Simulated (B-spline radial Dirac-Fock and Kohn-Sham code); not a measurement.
ΔSCF core binding energies without Breit or QED terms, calculated with a radial B-spline solver.

A sound run for the Cs atom in the configuration [Xe] 6s1: The ground state converged in 11 iterations, with total energy -7786.77413 Ha, virial ratio 1.93907 and highest orbital energy -3.49 eV. ΔSCF binding energies: K (1s) 36119.7 eV, L3 (2p3/2) 5028.3 eV, M5 (3d5/2) 732.3 eV.

A second run, with one unsound setting: The ground state had not converged after 5 iterations, with total energy -7786.77298 Ha, virial ratio 1.93931 and highest orbital energy -3.52 eV. ΔSCF binding energies: K (1s) 36119.8 eV, L3 (2p3/2) 5028.3 eV, M5 (3d5/2) 732.4 eV (not all states converged, so these are not final).

```
iter   energy (Ha)        error
   1    -7782.61117452  1.88e+00
   2    -7785.47794338  2.58e-01
   3    -7786.69218870  5.60e-02
   4    -7786.76645644  1.70e-02
   5    -7786.77298210  7.32e-03
```

Q: Which fault fits the second run best?
A. too few iterations
B. spline order too low
C. mesh too coarse
D. overfilled shell

A: A. The input had maxit = 5: maxit ends the run before self-consistency.
